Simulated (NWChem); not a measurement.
C$_{2}$H$_{7}$NZn; SMILES C[N](C)[ZnH]

```xyz
11

Zn    -0.0050    -1.0353    -0.0946
H     -0.0087    -2.5549    -0.1647
N     -0.0007     0.7584    -0.0121
C      1.2043     1.5619     0.0250
C     -1.2041     1.5643     0.0251
H      1.2662     2.2578    -0.8312
H      1.2667     2.1752     0.9421
H      2.0974     0.9258    -0.0049
H     -1.2653     2.1778     0.9422
H     -1.2647     2.2604    -0.8311
H     -2.0985     0.9301    -0.0048
```
Atoms are numbered in this order, from 1.

Computed with NWChem. The geometry was optimised at B3LYP/6-31G* (spherical d). Vzz is the largest principal value of the second derivative of the potential at the nucleus (NWChem prints the opposite sign); η is the asymmetry. Non-relativistic.

For level CAM-B3LYP/def2-SVP:

```yaml
Vzz Zn1 (a.u.): -1.760
Vzz N3 (a.u.): -1.078
```

### Question
How do the values read with level PBE0/def2-SVP instead?

### Answer
- Vzz Zn1 (a.u.) = -1.715
- Vzz N3 (a.u.) = -1.056
